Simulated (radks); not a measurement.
Values are calculated unless marked as measured or tabulated.
Problem. These are the eigenvalues of the occupied orbitals of an atom or ion with whole-number occupations (Ry). Code: a radial shooting solver on a logarithmic mesh with Libxc functionals. Model: scalar-relativistic Kohn-Sham, PBEsol, spin-polarised, spherical densities, finite nucleus; Fermi nuclear charge, rms radius of each element as measured or else 0.836 A^(1/3) + 0.57 fm.

| orbital | eigenvalue |
|---|---|
| 1s down | -557.7532 |
| 1s up | -557.7531 |
| 2s up | -66.20801 |
| 2s down | -66.13635 |
| 2p up | -56.75239 |
| 2p down | -56.69813 |
| 3s up | -7.80516 |
| 3s down | -7.65472 |
| 3p up | -5.12464 |
| 3p down | -4.97702 |
| 3d up | -0.95596 |
| 3d down | -0.82509 |

Which element is it, and in what charge state? The configuration may be excited. Open shells, if any, are filled with parallel spins first.

Solution. Z = 27, cobalt, charge +1: Co+ in [Ar] 3d8. The list shows which subshells hold electrons but not how many an open one holds; the 1s level, -278.88 hartree, gives Z - s = 23.6 by -(Z - s)^2/2, which with screening and relativity narrows Z to a few neighbours, and the depths of the outer levels then fix element, charge and occupations together.
